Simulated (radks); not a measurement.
Isoelectronic series with 3 electrons, each ion in its NIST ground configuration. Method: scalar-relativistic Kohn-Sham, PBEsol, spin-polarised, spherical densities, finite nucleus; open shells are filled with parallel spins first; Fermi nuclear charge, rms radius of each element as measured or else 0.836 A^(1/3) + 0.57 fm; computed with a radial shooting solver on a logarithmic mesh with Libxc functionals. Total energies (hartree) and orbital eigenvalues (eV):

| ion | configuration | E (hartree) | 2s up | 1s down | 1s up |
|---|---|---|---|---|---|
| Li | [He] 2s1 | -7.39836 | -3.1616 | -51.0288 | -51.2314 |
| Be+ | [He] 2s1 | -14.20832 | -14.3428 | -116.5038 | -116.9735 |
| B2+ | [He] 2s1 | -23.27315 | -32.4688 | -209.4105 | -210.1580 |
| C3+ | [He] 2s1 | -34.59270 | -57.4494 | -329.6274 | -330.6570 |
| N4+ | [He] 2s1 | -48.16848 | -89.2659 | -477.1409 | -478.4552 |
| O5+ | [He] 2s1 | -64.00263 | -127.9167 | -651.9636 | -653.5643 |
| F6+ | [He] 2s1 | -82.09774 | -173.4064 | -854.1194 | -856.0077 |
| Ne7+ | [He] 2s1 | -102.45683 | -225.7429 | -1083.639 | -1085.816 |
| Mg9+ | [He] 2s1 | -149.98096 | -350.9995 | -1624.923 | -1627.680 |
| Al10+ | [He] 2s1 | -177.15397 | -423.9455 | -1936.775 | -1939.823 |
| Si11+ | [He] 2s1 | -206.60692 | -503.7897 | -2276.167 | -2279.508 |
| P12+ | [He] 2s1 | -238.34477 | -590.5492 | -2643.157 | -2646.791 |
| S13+ | [He] 2s1 | -272.37289 | -684.2422 | -3037.803 | -3041.732 |
| Cl14+ | [He] 2s1 | -308.69705 | -784.8887 | -3460.173 | -3464.398 |
| Ar15+ | [He] 2s1 | -347.32344 | -892.5100 | -3910.337 | -3914.858 |
| K16+ | [He] 2s1 | -388.25867 | -1007.129 | -4388.371 | -4393.189 |
| Ca17+ | [He] 2s1 | -431.50971 | -1128.770 | -4894.353 | -4899.471 |
| Sc18+ | [He] 2s1 | -477.08399 | -1257.460 | -5428.370 | -5433.788 |
